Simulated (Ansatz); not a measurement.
A nudged elastic band was laid between two geometries of CH5OSb (8 atoms, charge 0, multiplicity 1).

Level of theory: RKS PBE0/def2-SVP in Ansatz.

```
movable images  : 4
climbing image  : no
spring          : 5.0 eV/Å²
optimiser       : quadratic models (default)
start path      : IDPP
force threshold : 0.05 eV/Å
iteration limit : 60
end points      : relaxed
```

Image 0:

```xyz
8
Properties=species:S:1:pos:R:3
C -0.459 1.147 -0.156
O -0.519 -0.111 0.446
Sb 0.418 -1.637 -0.458
H -0.740 1.142 -1.229
H 0.543 1.619 -0.080
H -1.171 1.811 0.363
H 1.982 -1.335 0.220
H 0.039 -2.693 0.839
```

Image 5:

```xyz
8
Properties=species:S:1:pos:R:3
C -0.548 0.969 -0.564
O -0.628 -0.307 -0.004
Sb 1.054 -1.393 0.117
H -1.574 1.340 -0.726
H -0.034 0.993 -1.548
H -0.035 1.700 0.094
H 1.614 -0.716 1.608
H 0.243 -2.644 0.966
```

(1) What changes between the two ends?

(2) Give the energies along the band, and the barrier.

(3) What is the geometry of the highest image?

Answers

(1) No bond is made or broken. The dihedral H5–C1–O2–Sb3 goes from -72 to 51°. The two ends are copies of one structure, up to a mirror image or an exchange of like atoms.

(2) The run converged. The highest image is number 3 of 0 to 5, 3.6 kJ/mol above the ends, which have the same energy within 2 meV. No image climbed, so the highest image needn't sit at the top of the path.

| image | path coordinate (Å) | energy (kJ/mol) | dihedral H5–C1–O2–Sb3 (°) |
| --- | --- | --- | --- |
| 0 | 0.00 | 0.0 | -72 |
| 1 | 0.63 | 0.5 | -65 |
| 2 | 1.27 | 1.9 | -44 |
| 3 | 1.90 | 3.6 | -11 |
| 4 | 2.53 | 1.9 | 22 |
| 5 | 3.15 | 0.0 | 51 |

(3) 
```xyz
8
Properties=species:S:1:pos:R:3
C -0.560 1.064 -0.446
O -0.516 -0.122 0.294
Sb 0.931 -1.458 -0.067
H -1.421 1.072 -1.142
H 0.346 1.258 -1.056
H -0.673 1.927 0.234
H 1.880 -1.105 1.335
H 0.106 -2.693 0.792
```

Run time: 99 s on 1 thread of Intel(R) Xeon(R) Platinum 8375C CPU @ 2.90GHz (Ice Lake), on a shared host, peak memory 0.17 GiB.
